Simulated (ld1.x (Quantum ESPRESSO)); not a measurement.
## Varying the RRKJ potential for platinum (Pt)

Base potential:

* Element: platinum
* Generator: ld1.x (Quantum ESPRESSO) 7.5
* Type: norm-conserving RRKJ (Kleinman–Bylander form)
* Functional: LDA (PZ)
* Relativity: scalar-relativistic
* Frozen core: [Kr] 4d10 4f14 5s2
* Valence charge: 16
* Reference configuration: 5p6 5d8 6s0 6p0 (charge +2)
* Partial waves: 5p (bound): rc 1.70 bohr; 5d (bound): rc 1.75 bohr; 6s (bound, empty): rc 2.25 bohr
* Local potential: the s channel
* Core correction: none

Cutoffs, loose and tight: the cutoffs (Ry, on a coarse ladder) from which the occupation-weighted sum of valence levels, in a spherical-Bessel basis at the reference potential, stays within 10 and 1 mRy of its value at 400 Ry. They do not see the model core or the augmentation charge, which bear on the density cutoff. Test errors are all-electron minus pseudo excitation energies from the reference, over the configurations 5p6 5d9 6s1 6p0; 5p6 5d9 6s0 6p0; 5p6 5d7 6s0 6p0; 5p6 5d8 6s1 6p0; 5p6 5d9.5 6s0.5 6p0; 5p5 5d9 6s1 6p0; 5p6 5d6 6s0 6p0 (two spin-polarised tests are not counted in the largest error). A dash means not determined; rows that change the core or the reference have their own tests. The largest error is taken over the tests solved by every variant that gives reliable tests at all: 5p5 5d9 6s1 6p0; 5p6 5d6 6s0 6p0; 5p6 5d7 6s0 6p0; 5p6 5d8 6s1 6p0; 5p6 5d9 6s0 6p0; 5p6 5d9 6s1 6p0; 5p6 5d9.5 6s0.5 6p0.

A true bound ghost makes a file unfit for plane-wave use even where its test errors are small: the radial tests pick states by their node count and pass the ghost by.

Cutoffs are not given where the Bessel-basis levels miss the radial ones by over 6 mRy, ghosts where they miss by over 20 mRy; a channel whose overlap is not positive is not tested.

A file whose overlap is not positive is unfit for use, and its test errors describe a broken file.

```tsv
change	outcome	cutoff, loose	cutoff, tight	bound ghosts	largest test error (meV)
base	generated	45 Ry	70 Ry	none	-262
wave 5p (bound): rc 1.70 bohr becomes 5p (bound): rc 1.92 bohr	generated	40 Ry	45 Ry	none	-292
reference 5p6 5d9 6s1 6p0	generated	45 Ry	60 Ry	none	-637
wave 6s (bound): rc 2.25 bohr becomes 6s (bound): rc 3.42 bohr	generated	45 Ry	70 Ry	none	-269
core correction a·sin(br)/r model core inside 0.78 bohr	generated	45 Ry	70 Ry	none	-306
all radii scaled by about 0.74 (s 1.68, p 1.26, d 1.30 bohr)	generated	100 Ry	160 Ry	none	-183
functional PBE	generated	45 Ry	70 Ry	none	-273
type ultrasoft; waves now 6s (bound): rcut 1.95, rcutus 2.25 bohr; 6s channel at 0.25 Ry: rcut 1.95, rcutus 2.25 bohr; 5p (bound): rcut 1.50, rcutus 1.70 bohr; 6p (bound): rcut 1.50, rcutus 1.70 bohr; 5d (bound): rcut 1.50, rcutus 1.75 bohr; 5d channel at -1.1 Ry: rcut 1.50, rcutus 1.75 bohr; local potential all-electron potential smoothed inside 1.40 bohr (lloc = -1); augmentation PSQ, radius 1.50 bohr	generated, overlap not positive	–	–	s (p not tested, overlap not positive)	-35
wave 6s (bound): rc 2.25 bohr becomes 6s (bound): rc 1.56 bohr	generated	45 Ry	60 Ry	s (extra level of the local part)	-144
reference 5p6 5d9 6s0 6p1	generated, misses its reference levels by 0.47 eV	45 Ry	70 Ry	none	+1443
```

Problem. What comes out with this change to the base: wave 5p (bound): rc 1.70 bohr becomes 5p (bound): rc 1.32 bohr?

Solution. outcome: generated; cutoff, loose: 90 Ry; cutoff, tight: 140 Ry; bound ghosts: none; largest test error (meV): -260.

Problem. What comes out with this change to the base: wave 5d (bound): rc 1.75 bohr becomes 5d (bound): rc 1.26 bohr?

Solution. outcome: generated; cutoff, loose: 100 Ry; cutoff, tight: 160 Ry; bound ghosts: none; largest test error (meV): -263.
